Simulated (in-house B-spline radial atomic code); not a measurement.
**Neutral titanium: [Ar] 3d2 4s2**

Level of theory: Dirac-Kohn-Sham AM05, spherical fractional occupations, Fermi nucleus of rms radius 3.5921 fm; calculated with an all-electron radial atomic-structure program (B-spline basis).

Screening seen three ways: the hydrogenic charge with the same mean radius, Z_r = [3n² - l(l+1)]/(2<r>), the one with the same energy, Z_e = n√(-2ε), and Slater's rules. Values are occupation-weighted means over j.

| shell | electrons | ε (eV) | <r> (bohr) | Z_r | Z_e | Slater |
| --- | --- | --- | --- | --- | --- | --- |
| 1s | 2 | -4856.3 | 0.0697 | 21.52 | 18.89 | 21.70 |
| 2s | 2 | -535.53 | 0.3254 | 18.44 | 12.55 | 17.85 |
| 2p | 6 | -443.62 | 0.2902 | 17.23 | 11.42 | 17.85 |
| 3s | 2 | -62.328 | 1.008 | 13.39 | 6.42 | 10.75 |
| 3p | 6 | -38.73 | 1.087 | 11.50 | 5.06 | 10.75 |
| 4s | 2 | -4.4147 | 3.51 | 6.84 | 2.28 | 3.15 |
| 3d | 2 | -4.2641 | 1.612 | 6.51 | 1.68 | 3.65 |

The least bound orbital is 3d5/2 at -4.246 eV, while the most diffuse is 4s1/2 (<r> = 3.51 bohr against 1.615 bohr): energy order and size order differ.

Spin-orbit splittings of the orbital energies (j = l + 1/2 above j = l - 1/2 when positive): 2p 5.754 eV, 3p 0.66 eV, 3d 0.04649 eV.

For the 1s electron the small component carries 0.619 % of the norm, the zero-frequency Breit interaction raises the level by 4.88 eV, self-energy by 2.312 eV, and vacuum polarisation lowers it by 0.1797 eV.

The density falls to 0.001 bohr⁻³ at 4.844 bohr; Σ<r²> = 47.117 bohr² gives, by the non-relativistic formula and without the paramagnetism of open shells, a Langevin diamagnetic susceptibility of -37.32×10⁻⁶ cm³/mol.
